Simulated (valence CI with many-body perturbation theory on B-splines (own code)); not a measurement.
# Energy levels of Pb10+

Level of theory: relativistic CI+MBPT: four valence electrons over a frozen Dirac-Fock core [Xe] 4f14, radial functions for each j: 7 s, 7 p, 8 d, 6 f, 4 g, 1 h, with the one-electron correlation potential Σ1, the two-electron term Σ2, the three-electron term Σ3, Breit, model QED; selected CI, second order for the rest, scaled by the run's own slope (own B-spline code, finite nucleus).

No measured spectrum was set against this ion. As an estimate, terms of the open shell hold to 2 to 4 % of their energy, and close levels can change places. Excitations out of the core, of the other parity, are not computed and may begin above about 49.7 eV (a cautious bound); beyond it only levels of the ground parity were kept, without lifetimes.

Levels 1 to 45 of 72, with energies above the lowest level, (5d3/2^4) J=0. "Leading %" is the weight of the configuration and term that name the level; weights of strongly mixed levels are sums over their largest components and can fall short. In the jj column 3d3/2^4 stands for four electrons in 3d with j = 3/2. Lifetimes count E1, E2, E3, M1 and M2 decay at the calculated energies, and are blank where another channel may lead or the interval is too uncertain; long ones can be off by a factor of two.

```
No.  Configuration  Term  J  E (eV)  Leading %               Leading jj  Lifetime      g
  1            5d4    3P  0   0.000         48           5d3/2^4 (90 %)                 
  2            5d4    5D  1   2.184         74     5d3/2^3 5d5/2 (92 %)   5.63 ms  1.499
  3            5d4    5D  2   3.522         77     5d3/2^3 5d5/2 (57 %)   21.0 ms  1.406
  4            5d4    3F  4   4.163         31     5d3/2^3 5d5/2 (88 %)            1.169
  5            5d4    5D  3   4.232         59     5d3/2^3 5d5/2 (60 %)    175 ms  1.330
  6            5d4    5D  0   6.054         53   5d3/2^2 5d5/2^2 (87 %)    913 μs       
  7            5d4    3H  4   6.345         43   5d3/2^2 5d5/2^2 (83 %)   4.79 ms  1.137
  8            5d4    3G  3   6.824         55   5d3/2^2 5d5/2^2 (64 %)   3.31 ms  0.999
  9            5d4    3F  2   6.866         42   5d3/2^2 5d5/2^2 (65 %)   1.82 ms  0.989
 10            5d4    3H  5   7.426         71   5d3/2^2 5d5/2^2 (99 %)   6.99 ms  1.080
 11            5d4    3P  1   7.692         59   5d3/2^2 5d5/2^2 (82 %)   1.80 ms  1.251
 12            5d4    3H  6   7.941         59   5d3/2^2 5d5/2^2 (96 %)    1.37 s  1.098
 13            5d4    3G  4   8.530         63   5d3/2^2 5d5/2^2 (92 %)   12.3 ms  1.030
 14            5d4    3D  2   8.664         41   5d3/2^2 5d5/2^2 (89 %)   9.90 ms  1.148
 15            5d4    3F  3   8.717         41   5d3/2^2 5d5/2^2 (84 %)   3.65 ms  1.155
 16            5d4    3F  4   9.815         42     5d3/2 5d5/2^3 (63 %)   1.45 ms  1.201
 17            5d4    3F  2  10.384         35   5d3/2^2 5d5/2^2 (70 %)   1.19 ms  1.046
 18            5d4    3F  3  10.572         48     5d3/2 5d5/2^3 (87 %)   1.02 ms  1.112
 19            5d4    3G  5  11.248         71     5d3/2 5d5/2^3 (99 %)   2.32 ms  1.152
 20            5d4    3D  1  11.321         71     5d3/2 5d5/2^3 (87 %)    746 μs  0.785
 21            5d4    1I  6  11.522         59     5d3/2 5d5/2^3 (96 %)   2.38 ms  1.067
 22            5d4    3F  4  11.670         50   5d3/2^2 5d5/2^2 (73 %)   2.31 ms  1.116
 23            5d4    3P  2  12.098         62   5d3/2^2 5d5/2^2 (56 %)   2.76 ms  1.342
 24            5d4    1S  0  12.585         57     5d3/2 5d5/2^3 (80 %)   1.17 ms       
 25            5d4    1F  3  12.909         46     5d3/2 5d5/2^3 (91 %)   1.44 ms  1.085
 26            5d4    3F  2  12.933         57     5d3/2 5d5/2^3 (52 %)   1.19 ms  0.990
 27            5d4    3F  3  14.803         70     5d3/2 5d5/2^3 (98 %)   1.78 ms  1.066
 28            5d4    3P  1  14.852         94     5d3/2 5d5/2^3 (95 %)   1.00 ms  1.464
 29            5d4    1G  4  15.067         71     5d3/2 5d5/2^3 (52 %)    746 μs  1.046
 30            5d4    1D  2  15.240         51           5d5/2^4 (42 %)   1.06 ms  1.070
 31            5d4    3P  0  15.279         58   5d3/2^2 5d5/2^2 (59 %)   1.89 ms       
 32            5d4    3F  4  15.705         51           5d5/2^4 (52 %)    765 μs  1.148
 33            5d4    1D  2  18.052         72           5d5/2^4 (43 %)    649 μs  1.006
 34            5d4    1S  0  21.960         77           5d5/2^4 (61 %)    353 μs       
 35         5d3.6s    5F  1  41.013         73        5d3/2^3 6s (82 %)   3.63 μs  0.170
 36         5d3.6s    5F  2  41.618         52        5d3/2^3 6s (79 %)   2.68 μs  1.033
 37         5d3.6s    5F  3  43.677         82  5d3/2^2 5d5/2 6s (90 %)   3.15 μs  1.236
 38         5d3.6s    5F  2  44.259         38  5d3/2^2 5d5/2 6s (78 %)   2.29 μs  1.093
 39         5d3.6s    5F  4  44.862         65  5d3/2^2 5d5/2 6s (74 %)   3.02 μs  1.251
 40         5d3.6s    5P  1  45.072         57  5d3/2^2 5d5/2 6s (91 %)   2.77 μs  1.921
 41         5d3.6s    3F  2  45.218         43  5d3/2^2 5d5/2 6s (98 %)   1.91 μs  1.248
 42         5d3.6s    3G  5  45.425         41  5d3/2^2 5d5/2 6s (83 %)   2.63 μs  1.231
 43         5d3.6s    3G  3  45.859         47  5d3/2^2 5d5/2 6s (91 %)   1.98 μs  0.931
 44         5d3.6s    3H  4  46.178         44  5d3/2^2 5d5/2 6s (94 %)   2.05 μs  0.967
 45         5d3.6s    3P  1  46.206         33  5d3/2^2 5d5/2 6s (84 %)   1.87 μs  1.213
```

The ionisation energy to 5d3 4F_3/2 of the next ion comes out as 183.1 eV (NIST: 182 ± 2.4 eV (theoretical)). All 72 levels together are meant to be complete up to 49.677 eV.
